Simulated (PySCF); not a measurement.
# PbBr₃, doublet: molecular constants

Computed with UPBE in PySCF with Pb def2-SVP with ECP60, Br def2-SVP; scalar-relativistic core potentials, no spin–orbit coupling; density-fitted integrals.

The structure is a minimum.

| Property | Result |
| --- | --- |
| Point group | C3v |
| Bond lengths | Pb–Br 2.673 Å (×3) |
| Bond angles | Br–Pb–Br 110.6° (×3) |
| Principal polarisabilities | 59.7, 134.0, 134.0 bohr³ |
| Lowest empty level (β) | -6.34 eV |
| Heat capacity Cp at 298.15 K | 81.5 J/(mol K) |
| Rotational symmetry number | 3 |
| Principal quadrupole moments (Buckingham, traceless) about the centre of mass | -3.65, -3.65, 7.30 D Å |
| Enthalpy at 298.15 K above 0 K | 21.22 kJ/mol |
| Highest occupied level (α) | -6.79 eV |
| Dipole moment | 1.99 D |
| Spin squared ⟨S²⟩ | 0.752 |
| Rotational constants | 0.02006, 0.02006, 0.01106 cm⁻¹ |
| Zero-point energy | 4.1 kJ/mol |
| Entropy at 298.15 K and 1 bar (electronic part: spin only) | 408.8 J/(mol K) |
| Atomisation energy without zero-point energy | 818 kJ/mol |

Harmonic modes (masses in u: Pb 207.977, Br 78.918):
```tsv
symmetry	ω (cm⁻¹)	IR (km/mol, summed over degenerate members)	μ (u)
e	44	1.4	85.56
a1	45	1.4	106.52
a1	170	1.7	84.97
e	189	34.8	101.43
```

In C3v the vibrations span 2e + 2a1.

Charges (e):
```json
{"atom": "Pb1", "Mulliken": "0.65", "Löwdin": "0.23", "polar tensor": "1.08", "spin (Mulliken)": "0.17", "Mayer order to Pb1": "–"}
{"atom": "Br2,3,4", "Mulliken": "-0.22", "Löwdin": "-0.08", "polar tensor": "-0.36", "spin (Mulliken)": "0.28", "Mayer order to Pb1": "0.90"}
```

Mulliken populations on Pb1 (electrons outside its core potential): s 3.78, p 7.41, d 10.16.

Only a few start shapes were tried, so a lower isomer may exist. With an element this heavy the missing spin–orbit coupling can shift these numbers.

The final relaxation and frequency run took of the order of 3 core-minutes on a shared host.
